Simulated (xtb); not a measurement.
Input file for xtb: GFN2-xTB on C2H9N (a complex).

```
$ xtb mol.xyz --gfn 2 --sp --chrg 0 --uhf 0
12

N     -0.08577384    -0.02006318    -0.20176245
H     -0.22693155     0.47508304    -1.07475436
H      0.39150816     0.61087367     0.43176424
H      0.54494491    -0.79115092    -0.38903838
C     -0.60118678    -0.60830454     3.35712935
C      0.46612827     0.48276923     3.34864929
H     -0.93885535    -0.83025184     2.34396828
H     -1.47170173    -0.30192604     3.94078288
H     -0.21844541    -1.53139926     3.79773834
H      1.34493097     0.17453409     2.77692765
H      0.80454329     0.72422433     4.35839367
H      0.08503690     1.40434459     2.90268610
```

The head of its log:

```
[...]
           -------------------------------------------------
          |                Calculation Setup                |
           -------------------------------------------------



molecular fragmentation (1/2 indicates fragments):
111122222222
# atoms in fragment 1/2:     4     8
 fragment masses (1/2) :       17.03       30.07
CMA distance (Bohr)    :   6.767
constraining FC (au)   :  0.0500

           -------------------------------------------------
          |                 G F N 2 - x T B                 |
           -------------------------------------------------

        Reference                      10.1021/acs.jctc.8b01176
      * Hamiltonian:
        H0-scaling (s, p, d)           1.850000    2.230000    2.230000
        zeta-weighting                 0.500000
      * Dispersion:
        s8                             2.700000
        a1                             0.520000
        a2                             5.000000
        s9                             5.000000
      * Repulsion:
        kExp                           1.500000    1.000000
        rExp                           1.000000
      * Coulomb:
        alpha                          2.000000
        third order                    shell-resolved
        anisotropic                    true
        a3                             3.000000
        a5                             4.000000
        cn-shift                       1.200000
        cn-exp                         4.000000
        max-rad                        5.000000


          ...................................................
          :                      SETUP                      :
          :.................................................:
          :  # basis functions                  21          :
          :  # atomic orbitals                  21          :
          :  # shells                           15          :
          :  # electrons                        22          :
          :  max. iterations                   250          :
          :  Hamiltonian                  GFN2-xTB          :
          :  restarted?                      false          :
          :  GBSA solvation                  false          :
          :  PC potential                    false          :
          :  electronic temp.          300.0000000     K    :
          :  accuracy                    1.0000000          :
          :  -> integral cutoff          0.2500000E+02      :
          :  -> integral neglect         0.1000000E-07      :
          :  -> SCF convergence          0.1000000E-05 Eh   :
          :  -> wf. convergence          0.1000000E-03 e    :
          :  Broyden damping             0.4000000          :
          :  net charge                          0          :
          :  unpaired electrons                  0          :
          ...................................................

 iter      E             dE          RMSdq      gap      omega  full diag
   1    -11.8968606 -0.118969E+02  0.310E+00   11.44       0.0  T
   2    -11.9324209 -0.355604E-01  0.132E+00   12.09       1.0  T
```

Question: Give the final energy of this run.

Answer: -11.7637 hartree.
